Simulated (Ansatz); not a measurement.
Program: Ansatz. Geometries: PBE0-D4/def2-TZVP. ΔE: electronic, gas phase. CCSD(T)/CBS adds triple-zeta CCSD(T) − MP2 to the extrapolated MP2 energy (def2 sets, frozen cores). This one scheme is used for every species. DFT in def2-TZVPP. Elements past krypton have def2 core potentials. For I outer-core shells are correlated without core-valence functions, which leaves a few kJ/mol of doubt a bond. One conformer a species, not always the lowest.

Consider the ligand exchange at the Si–I bond: `O[Si](F)([SiH3])I` + HCl → `O[Si](F)([SiH3])Cl` + HI.

Problem. Is it downhill or uphill in electronic energy at CCSD(T)/CBS, and by how much? (Best estimate.)

Solution. The calculation gave: Downhill: ΔE = -14.0 kJ/mol.

Problem. What do these levels give: PBE-D4, B2PLYP, PBE-QIDH, HF/def2-SVP, HF/def2-TZVPP, CCSD/def2-TZVPP? (Estimate.)

Solution. The calculation gave: PBE-D4 -12.7, B2PLYP -20.3, PBE-QIDH -16.1, HF/def2-SVP -29.6, HF/def2-TZVPP -26.8, CCSD/def2-TZVPP -21.5 kJ/mol.

Largest T1 diagnostic among the species: 0.012.

In def2-TZVPP, CCSD(T) changes the Hartree–Fock value by +6.9 kJ/mol (the triples alone add +1.7 kJ/mol) and MP2 by +12.5 kJ/mol. The D4 term adds +4.3 kJ/mol with B3LYP and +2.4 kJ/mol with PBE0; it sums over pairs of atoms, weighted by their polarisabilities, and B3LYP, whose exchange is more repulsive, gets the larger term.

B3LYP here is the variant with VWN-RPA as its local correlation; programs differ in this.
